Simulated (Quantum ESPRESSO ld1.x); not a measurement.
Problem. Coherent X-ray form factor from a spherical all-electron density. Calculated with ld1.x of Quantum ESPRESSO 7.5: scalar-relativistic Kohn-Sham, LDA (Slater exchange, Perdew-Zunger correlation), spin-polarised, spherical densities, point nucleus.

| sin(theta)/lambda (1/angstrom) | f0 (electrons) |
|---|---|
| 0.05 | 64.699 |
| 0.1 | 61.752 |
| 0.15 | 58.383 |
| 0.2 | 54.936 |
| 0.25 | 51.481 |
| 0.3 | 48.126 |
| 0.4 | 42.086 |
| 0.5 | 37.078 |
| 0.6 | 32.913 |
| 0.8 | 26.376 |
| 1 | 21.740 |
| 1.25 | 18.016 |
| 1.5 | 15.639 |
| 2 | 12.084 |

The species is in the configuration that NIST lists as its ground one. Which atom or ion scatters so?

Solution. Neutral dysprosium, [Xe] 4f10 6s2. Extrapolating in s^2 from the first two rows gives f0(0) = 65.7, near the electron count 66; among species with that count, the fall with angle is slower the higher Z, and the table is that of Z = 66; from so few rows the species is fixed only to a neighbour or two.
